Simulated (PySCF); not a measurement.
Te(SMe)(OSiH3) (CH6OSSiTe), SMILES CS[Te]O[SiH3].

The structure is a stationary point at r2SCAN-D4/def2-SVP. The structure was generated by enumeration, and PubChem lists no compound with its InChIKey, so it may never have been made. The def2 effective core potentials stand for the cores of Te; spin–orbit coupling is left out. One conformer was computed; it need not be the lowest.

Vertical ionisation energy (IE) and electron affinity (EA) in eV. Rows of orbital energies are one-electron estimates. Where ΔSCF, EOM or ADC give a negative EA the extra electron is unbound and the value depends on the basis.

```tsv
level	IE	EA
−ε(HOMO), −ε(LUMO), M06-2X/def2-TZVP (PySCF)	7.63	0.94
−ε(HOMO), −ε(LUMO), PBE/def2-TZVP (PySCF)	…	…
```

Q: Some entries are withheld; supply them. (The exact figures need the calculation; the answer reports its results.)

A: 
- −ε(HOMO), −ε(LUMO), PBE/def2-TZVP (PySCF), IE: 5.36
- −ε(HOMO), −ε(LUMO), PBE/def2-TZVP (PySCF), EA: 2.73
